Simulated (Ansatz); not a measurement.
One change: `BN[SiH]([SiH3])S` becomes `[SiH3][SiH2]S`.

Ansatz, PBE0-D4/def2-TZVP geometries, multiplicity 1. Each molecule was computed in one conformer, which needn't be the lowest.

```json
{"property": "HOMO–LUMO gap (ωB97M-V/def2-TZVPP) / eV", "`BN[SiH]([SiH3])S`": "11.00"}
{"property": "LUMO energy (PBE0/def2-TZVPP) / eV", "`BN[SiH]([SiH3])S`": "-0.46"}
{"property": "HOMO–LUMO gap (PBE0/def2-TZVPP) / eV", "`BN[SiH]([SiH3])S`": "7.05"}
{"property": "size of the dipole moment (ωB97M-V/def2-TZVPP) / D", "`BN[SiH]([SiH3])S`": "0.54"}
{"property": "LUMO energy (PBE/def2-TZVPP) / eV", "`BN[SiH]([SiH3])S`": "-1.41"}
{"property": "LUMO energy (B3LYP/def2-TZVPP) / eV", "`BN[SiH]([SiH3])S`": "-0.67"}
```

Question: What does the change do to each property? (Best estimate.)

Answer: The calculation gave: 
```json
{"property": "HOMO–LUMO gap (ωB97M-V/def2-TZVPP) / eV", "`[SiH3][SiH2]S`": "11.04", "shift": "0.04"}
{"property": "LUMO energy (PBE0/def2-TZVPP) / eV", "`[SiH3][SiH2]S`": "-0.40", "shift": "0.06"}
{"property": "HOMO–LUMO gap (PBE0/def2-TZVPP) / eV", "`[SiH3][SiH2]S`": "7.10", "shift": "0.05"}
{"property": "size of the dipole moment (ωB97M-V/def2-TZVPP) / D", "`[SiH3][SiH2]S`": "0.91", "shift": "0.37"}
{"property": "LUMO energy (PBE/def2-TZVPP) / eV", "`[SiH3][SiH2]S`": "-1.24", "shift": "0.17"}
{"property": "LUMO energy (B3LYP/def2-TZVPP) / eV", "`[SiH3][SiH2]S`": "-0.59", "shift": "0.08"}
```

Dipoles are sizes alone; their direction can turn.

B3LYP here is the variant with VWN-RPA as its local correlation; programs differ in this.
